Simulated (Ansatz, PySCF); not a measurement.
This PySCF input computes a CAM-B3LYP/def2-TZVPD energy:

```python
from pyscf import gto, scf, dft

mol = gto.M(
    atom='''
    Mg   -0.20932337    0.84865598   -0.01045506
    Cl    1.50564249    0.03693933   -1.35054353
    Cl   -1.35788482   -0.63599061    1.35792357
    ''',
    basis='def2-tzvpd',
    charge=-1,
    spin=1,
    verbose=4,
)

mf = dft.UKS(mol, xc='camb3lyp').density_fit(auxbasis='def2-universal-jkfit')
mf.grids.level = 3
mf.conv_tol = 1e-9
mf.max_cycle = 100
mf.max_memory = 1500
mf.kernel()
if not mf.converged:
    mf = mf.newton()
    mf.kernel(mf.make_rdm1())
for _ in range(2):
    mo, _, stable, _ = mf.stability(return_status=True)
    if stable:
        break
    mf.kernel(mf.make_rdm1(mo, mf.mo_occ))
mf.analyze()
```

### Question
Write an input for the same energy in Ansatz (a program for electronic structure) and say what it gives.

### Answer

Ansatz 0.2 input:
```yaml
crystal:
  periodic: [false, false, false]
  atoms:
    - {symbol: Mg, position_ang: [-0.20932337, 0.84865598, -0.01045506]}
    - {symbol: Cl, position_ang: [1.50564249, 0.03693933, -1.35054353]}
    - {symbol: Cl, position_ang: [-1.35788482, -0.63599061, 1.35792357]}
basis:
  gaussian:
    orbitals: def2-TZVPD
hamiltonian:
  xc: {name: CAM-B3LYP}
total_charge: -1
magnetization: {spin_polarized: true, initial_magnetization: 1}
output: {forces: true}
```
It gives -1120.73266 Eh, and PySCF -1120.73271 Eh, a difference of 0.05 mEh, from the treatment of integrals and grids.
